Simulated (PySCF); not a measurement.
## Worked example: chemical shift, span and skew from a shielding tensor

B(H)(Me)(OH) (CH₅BO), SMILES CBO. Atoms are numbered in the order given.

```xyz
8

B      0.5244     0.1352     0.0000
H      1.7152     0.2479     0.0000
C     -0.1655    -1.2724     0.0000
H      0.1596    -1.8506    -0.8713
H      0.1596    -1.8506     0.8713
H     -1.2590    -1.2457     0.0000
O     -0.1608     1.3075     0.0000
H     -1.1187     1.1970     0.0000
```

The structure is a stationary point at B3LYP-D3(BJ)/def2-TZVP. The values are those of a single conformer.

GIAO shieldings from PBE0/pcSseg-2 (PySCF), non-relativistic, no solvent. The symmetric part of the tensor of C3 has the principal values 160.3, 171.0, 195.2 ppm. The same nucleus in TMS has σ = 186.1 ppm at this level (PySCF, at its B3LYP-D3(BJ)/def2-TZVP geometry).

Problem. Work out the isotropic shielding, the ¹³C shift against TMS, the span and the skew.

Solution. 
σ(iso) = (σ11 + σ22 + σ33)/3 = 175.5 ppm. δ = σ(ref) − σ(iso) = 186.1 − (175.5) = 10.6 ppm.
Span Ω = σ33 − σ11 = 34.9 ppm. Skew κ = 3(σ(iso) − σ22)/Ω = 0.39. Tumbling in solution averages the tensor to δ; in a static solid the shielding alone would spread this spin-1/2 line over Ω.
